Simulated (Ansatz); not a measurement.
Isolated molecules relaxed with PBE0-D4/def2-TZVP in Ansatz; ΔE leaves out vibrations. CCSD(T)/CBS adds triple-zeta CCSD(T) − MP2 to the extrapolated MP2 energy (def2 sets, frozen cores). This one scheme is used for every species. For Se outer-core shells are correlated without core-valence functions, which leaves a few kJ/mol of doubt a bond. Scalar relativity is left out up to krypton. Each species was taken in one conformer, which may not be the lowest.

Reaction (ligand exchange at the Se–Si bond): `CO[SiH2][Se]C` + PH₃ → `C[Se]P` + `CO[SiH3]`

```
        species  HF/def2-QZVPP energy (Eh)
`CO[SiH2][Se]C`                -2844.23193
            PH₃                 -342.49389
       `C[Se]P`                -2781.45191
     `CO[SiH3]`                 -405.25800
```

Task: Work out ΔE.

Result: ΔE = (-2781.45191) + (-405.25800) − (-2844.23193) − (-342.49389) = 0.01591 Eh = +41.8 kJ/mol. CCSD(T)/CBS gives +52.7 kJ/mol.

Largest T1 diagnostic among the species: 0.013.

In def2-TZVPP, CCSD(T) changes the Hartree–Fock value by +10.7 kJ/mol (the triples alone add +1.0 kJ/mol) and MP2 by +10.8 kJ/mol. The D4 term adds +5.9 kJ/mol with B3LYP and +3.7 kJ/mol with PBE0; it sums over pairs of atoms, weighted by their polarisabilities, and B3LYP, whose exchange is more repulsive, gets the larger term.

B3LYP here is the variant with VWN-RPA as its local correlation; programs differ in this.
